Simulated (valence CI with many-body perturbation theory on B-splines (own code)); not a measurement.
## E1 transitions of Ho³⁴⁺

Method: relativistic CI+MBPT: five valence electrons over a frozen Dirac-Fock core [Ar] 3d10, radial functions for each j: 11 s, 11 p, 10 d, 8 f, 5 g, 2 h, with the one-electron correlation potential Σ1, the two-electron term Σ2, the three-electron term Σ3, Breit, model QED; selected CI, second order for the rest, scaled by the run's own slope (own B-spline code, finite nucleus).

No measured spectrum was set against this ion. As an estimate, large intervals hold to a few tenths of a per cent, small ones and those within an open d or f shell to about a per cent. Among the levels kept, up to 2100 cm⁻¹ of a level comes from second order outside the variational space, and about a tenth of that is noise between levels of different J, which matters for small intervals.

Lines 101 to 150 of 558 in falling wavelength, among levels below 3252.6 × 10³ cm⁻¹, chosen from the strongest by gf and those to the six lowest levels. Wavelengths and rates use the calculated energies. Electric multipoles are in the length gauge with retardation, E1 and E2 with the static RPA response of the core. Weak lines are less certain than strong ones. Lines between different terms over intervals too small for the method are left out, as are lines whose strength nearly cancels. Where a level lies close to another of its J and parity, the split of strength between their lines is uncertain. The highest levels of a list are the least certain.

Levels are named by their leading jj configuration (3d3/2^4 stands for four electrons in 3d with j = 3/2), which in mixed levels can hold well under half, so a name can repeat and another be missing. Letters in brackets count levels of one name in rising energy.

```tsv
λ vac (Å)	Upper	Lower	A (s⁻¹)	S (a.u.)
86.56	(4s 4p1/2 4p3/2^2 4d5/2) J=3/2 [e]	(4s^2 4p1/2 4p3/2 4d5/2) J=5/2 [b]	7.47e+10	9.56e-02
86.56	(4p1/2^2 4p3/2^2 4d3/2) J=7/2	(4s 4p1/2^2 4p3/2 4d3/2) J=7/2	4.13e+10	1.06e-01
86.53	(4s^2 4p1/2 4d3/2 4d5/2) J=9/2	(4s^2 4p1/2 4p3/2 4d3/2) J=7/2	5.71e+10	1.83e-01
86.48	(4s 4p1/2 4p3/2^2 4d5/2) J=5/2 [b]	(4s^2 4p1/2 4p3/2 4d5/2) J=7/2 [a]	2.61e+10	5.01e-02
86.41	(4s 4p1/2^2 4p3/2^2) J=1/2	(4s^2 4p1/2^2 4p3/2) J=3/2	1.08e+11	6.90e-02
86.41	(4s^2 4p3/2^2 4f5/2) J=9/2	(4s^2 4p3/2^2 4d3/2) J=7/2	5.13e+10	1.63e-01
86.36	(4s 4p1/2^2 4p3/2 4d3/2) J=5/2 [b]	(4s^2 4p1/2^2 4d3/2) J=3/2	5.58e+10	1.06e-01
86.28	(4s 4p1/2 4p3/2^2 4d5/2) J=5/2 [e]	(4s^2 4p1/2 4p3/2 4d3/2) J=5/2 [b]	4.62e+10	8.80e-02
86.27	(4s^2 4p3/2^2 4f5/2) J=5/2	(4s^2 4p3/2^2 4d3/2) J=5/2	3.53e+10	6.71e-02
86.25	(4s 4p1/2 4p3/2^2 4d5/2) J=7/2 [b]	(4s^2 4p1/2 4p3/2 4d5/2) J=7/2 [a]	3.87e+10	9.81e-02
86.20	(4s 4p1/2^2 4d3/2 4d5/2) J=5/2	(4s 4p1/2^2 4p3/2 4d3/2) J=3/2 [a]	4.59e+10	8.70e-02
86.15	(4s 4p1/2^2 4p3/2 4d5/2) J=5/2 [b]	(4s 4p1/2^2 4p3/2^2) J=3/2	6.23e+10	1.18e-01
86.06	(4s^2 4p1/2 4p3/2 4f7/2) J=9/2 [a]	(4s^2 4p1/2 4p3/2 4d5/2) J=7/2 [b]	2.21e+10	6.95e-02
86.03	(4s^2 4p3/2^2 4d3/2) J=3/2 [b]	(4s^2 4p3/2^3) J=3/2	1.10e+10	1.38e-02
86.03	(4s^2 4p3/2^2 4f5/2) J=7/2	(4s^2 4p3/2^2 4d5/2) J=7/2	2.58e+10	6.48e-02
85.98	(4s 4p1/2 4p3/2^2 4d3/2) J=3/2 [c]	(4s^2 4p1/2 4p3/2 4d3/2) J=1/2 [a]	3.33e+10	4.17e-02
85.98	(4s^2 4p3/2^2 4f5/2) J=7/2	(4s^2 4p3/2^2 4d3/2) J=5/2	1.42e+10	3.56e-02
85.94	(4s 4p1/2^2 4p3/2 4d5/2) J=3/2 [b]	(4s^2 4p1/2^2 4d5/2) J=5/2	1.44e+11	1.80e-01
85.92	(4s^2 4p1/2 4p3/2 4d5/2) J=3/2 [a]	(4s^2 4p1/2 4p3/2^2) J=5/2	4.03e+10	5.05e-02
85.91	(4s 4p1/2 4p3/2^2 4d3/2) J=1/2 [d]	(4s^2 4p1/2 4p3/2 4d3/2) J=1/2 [b]	5.82e+10	3.64e-02
85.89	(4s 4p1/2 4p3/2^2 4d5/2) J=5/2 [c]	(4s^2 4p1/2 4p3/2 4d5/2) J=7/2 [a]	4.25e+10	7.97e-02
85.87	(4s^2 4p1/2 4p3/2 4d3/2) J=1/2 [b]	(4s^2 4p1/2 4p3/2^2) J=3/2	5.04e+10	3.15e-02
85.86	(4s 4p1/2 4p3/2^2 4d3/2) J=3/2 [c]	(4s^2 4p1/2 4p3/2 4d3/2) J=5/2 [a]	3.28e+10	4.10e-02
85.75	(4s 4p1/2^2 4p3/2 4d5/2) J=3/2 [a]	(4s 4p1/2^2 4p3/2^2) J=5/2	6.86e+10	8.54e-02
85.68	(4s 4p1/2^2 4d3/2 4d5/2) J=7/2	(4s 4p1/2^2 4p3/2 4d3/2) J=5/2 [a]	6.81e+10	1.69e-01
85.54	(4s 4p1/2 4p3/2^2 4d3/2) J=3/2 [f]	(4s^2 4p1/2 4p3/2 4d3/2) J=5/2 [b]	4.87e+10	6.02e-02
85.44	(4s 4p1/2^2 4p3/2 4d5/2) J=3/2 [a]	(4s^2 4p1/2^2 4d3/2) J=3/2	3.99e+09	4.92e-03
85.41	(4s 4p1/2 4p3/2^2 4d3/2) J=3/2 [d]	(4s^2 4p1/2 4p3/2 4d3/2) J=1/2 [a]	3.05e+10	3.76e-02
85.41	(4s^2 4p3/2^2 4f5/2) J=9/2	(4s^2 4p3/2^2 4d5/2) J=9/2	2.09e+10	6.43e-02
85.40	(4s 4p1/2 4p3/2^2 4d5/2) J=7/2 [d]	(4s^2 4p1/2 4p3/2 4d5/2) J=9/2	2.19e+10	5.39e-02
85.30	(4s 4p1/2 4p3/2^2 4d3/2) J=3/2 [d]	(4s^2 4p1/2 4p3/2 4d3/2) J=5/2 [a]	3.79e+10	4.64e-02
85.27	(4s^2 4p1/2 4p3/2 4d3/2) J=5/2 [b]	(4s^2 4p1/2 4p3/2^2) J=3/2	3.50e+10	6.42e-02
85.24	(4s^2 4p1/2 4p3/2 4f7/2) J=7/2 [a]	(4s^2 4p1/2 4p3/2 4d5/2) J=5/2 [b]	2.01e+10	4.92e-02
85.22	(4s^2 4p3/2 4d3/2 4d5/2) J=5/2 [b]	(4s^2 4p3/2^2 4d3/2) J=7/2	1.29e+11	2.36e-01
84.95	(4s 4p1/2 4p3/2^2 4d3/2) J=3/2 [f]	(4s^2 4p1/2 4p3/2 4d3/2) J=1/2 [b]	5.49e+10	6.64e-02
84.80	(4s 4p1/2 4p3/2^2 4d5/2) J=5/2 [f]	(4s^2 4p1/2 4p3/2 4d3/2) J=3/2 [b]	2.27e+10	4.10e-02
84.76	(4s 4p1/2 4p3/2^2 4d3/2) J=5/2 [c]	(4s^2 4p1/2 4p3/2 4d3/2) J=3/2 [a]	5.53e+10	9.97e-02
84.75	(4s^2 4p3/2 4d3/2 4d5/2) J=3/2 [b]	(4s^2 4p3/2^2 4d3/2) J=3/2 [b]	7.22e+10	8.67e-02
84.73	(4s 4p1/2^2 4p3/2^2) J=3/2	(4s^2 4p1/2^2 4p3/2) J=3/2	2.28e+11	2.74e-01
84.73	(4s 4p1/2 4p3/2^2 4d5/2) J=7/2 [e]	(4s^2 4p1/2 4p3/2 4d5/2) J=9/2	8.06e+10	1.94e-01
84.68	(4s 4p1/2 4p3/2^2 4d5/2) J=3/2 [f]	(4s^2 4p1/2 4p3/2 4d5/2) J=5/2 [b]	3.96e+10	4.75e-02
84.62	(4s 4p1/2 4p3/2^2 4d3/2) J=7/2 [c]	(4s^2 4p1/2 4p3/2 4d3/2) J=5/2 [a]	1.55e+10	3.70e-02
84.56	(4s 4p1/2 4p3/2^2 4d5/2) J=7/2 [c]	(4s^2 4p1/2 4p3/2 4d5/2) J=7/2 [a]	2.88e+10	6.87e-02
84.54	(4s^2 4p1/2 4p3/2 4d5/2) J=3/2 [b]	(4s^2 4p1/2 4p3/2^2) J=1/2	1.29e+09	1.54e-03
84.52	(4s 4p1/2^2 4p3/2 4d5/2) J=1/2	(4s 4p1/2^2 4p3/2^2) J=1/2	1.54e+11	9.15e-02
84.47	(4s 4p1/2 4p3/2^2 4d5/2) J=5/2 [a]	(4s^2 4p1/2 4p3/2 4d3/2) J=7/2	5.84e+10	1.04e-01
84.43	(4s^2 4p1/2 4p3/2 4f5/2) J=9/2	(4s^2 4p1/2 4p3/2 4d5/2) J=7/2 [b]	2.74e+10	8.15e-02
84.41	(4s^2 4p1/2 4p3/2 4f5/2) J=3/2	(4s^2 4p1/2 4p3/2 4d5/2) J=3/2 [b]	3.31e+10	3.93e-02
84.39	(4s^2 4p1/2 4d5/2^2) J=5/2	(4s^2 4p1/2 4p3/2 4d5/2) J=5/2 [b]	6.15e+10	1.09e-01
84.38	(4s 4p1/2^2 4p3/2 4d5/2) J=5/2 [a]	(4s 4p1/2^2 4p3/2^2) J=5/2	1.11e+11	1.98e-01
```
